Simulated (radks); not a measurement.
Results of a calculation; reference values are marked as such.
Question: Ca I, configuration [Ar] 3d1 4p1 (not the ground configuration). Level of theory: non-relativistic Kohn-Sham, PBEsol, spin-unpolarised, spherical densities, point nucleus (a radial shooting solver on a logarithmic mesh with Libxc functionals). Some entries of the table are withheld. Estimate them.

| orbital | occ. | eigenvalue (hartree) | r(max) (bohr) |
|---|---|---|---|
| 1s | 2 | -144.1087 | 0.05085 |
| 2s | 2 | (1) | 0.3024 |
| 2p | 6 | -12.21532 | 0.2475 |
| 3s | 2 | -1.65670 | 1.002 |
| 3p | 6 | -0.98062 | (2) |
| 4p | 1 | -0.06141 | 4.843 |
| 3d | 1 | (3) | (4) |

Answer: 
(1) 2s eigenvalue (hartree): -15.00191
(2) 3p r(max) (bohr): 1.056
(3) 3d eigenvalue (hartree): -0.05477
(4) 3d r(max) (bohr): 1.354
